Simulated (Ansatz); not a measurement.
Geometry optimisation, Ansatz, RHF/6-31G*.

The input (input.yaml):

```yaml
crystal:
  periodic: [false, false, false]
  atoms:
    - { symbol: B, position_ang: [0.0, 0.0, 0.0] }
    - { symbol: H, position_ang: [0.0, 0.0, 1.54] }
    - { symbol: O, position_ang: [1.2211, 0.0, -0.705] }
    - { symbol: H, position_ang: [1.5209, -0.9519, -0.8599] }
    - { symbol: F, position_ang: [-1.1431, 0.0, -0.66] }
    - { symbol: P, position_ang: [0.0991, 2.0949, 0.6969] }
    - { symbol: H, position_ang: [0.6595, 2.1347, 2.001] }
    - { symbol: H, position_ang: [0.9104, 2.8515, -0.1895] }
    - { symbol: H, position_ang: [0.0413, 0.873, 1.6712] }
basis:
  gaussian: { orbitals: "6-31G*" }
hamiltonian:
  xc: hf
relax:
  f_tol: 0.15
  max_steps: 25
  restrain:
    - { distance: [0, 5], at: 3.11, k: 30.0 }
    - { distance: [8, 1], at: 1.86, k: 30.0 }
    - { distance: [0, 1], at: 1.19, k: 30.0 }
    - { distance: [8, 5], at: 1.42, k: 30.0 }
```

Launched with:

```bash
$ ansatz run input.yaml --threads 1 --pin off --max-ram 2048MiB --backend cpu --events-out ev --progress --plain --runs-dir out
```

Q: Where does it end, and by what steps?

A: The forces met the threshold. The restraints hold the end off the free minimum. After 11 steps the energy has fallen by 7.132 eV (the restraints' own energy left out); H7 moved furthest, 0.93 Å. Parted: B1–P6, H2–H9. Joined: B1–H2.

| step | energy less start (eV) | largest force component (eV/Å) | accepted |
| --- | --- | --- | --- |
| 0 | 0.0000 | 6.391 | yes |
| 1 | -1.1863 | 3.521 | yes |
| 2 | -2.9382 | 3.269 | yes |
| 3 | -4.6789 | 2.596 | yes |
| 4 | -5.9732 | 1.715 | yes |
| 5 | -6.5753 | 1.577 | yes |
| 6 | -6.8561 | 0.972 | yes |
| 7 | -6.8724 | 2.041 | yes |
| 8 | -7.0747 | 0.812 | yes |
| 9 | -7.1293 | 0.754 | yes |
| 10 | -7.1260 | 0.709 | yes |
| 11 | -7.1316 | 0.767 | yes |

```xyz
9
Properties=species:S:1:pos:R:3
B -0.039 -0.308 -0.182
H -0.047 -0.597 0.969
O 1.020 -0.491 -0.981
H 1.763 -0.898 -0.560
F -1.115 0.239 -0.702
P -0.065 2.495 1.205
H 0.935 3.018 2.042
H 0.761 2.387 0.077
H 0.096 1.157 1.625
```

Whether the end is a true minimum wasn't checked by a vibrational analysis.

The run took 9.9 s on 1 thread of AMD EPYC 9R45 96-Core Processor (Zen 5), on a shared host, peak memory 0.17 GiB.
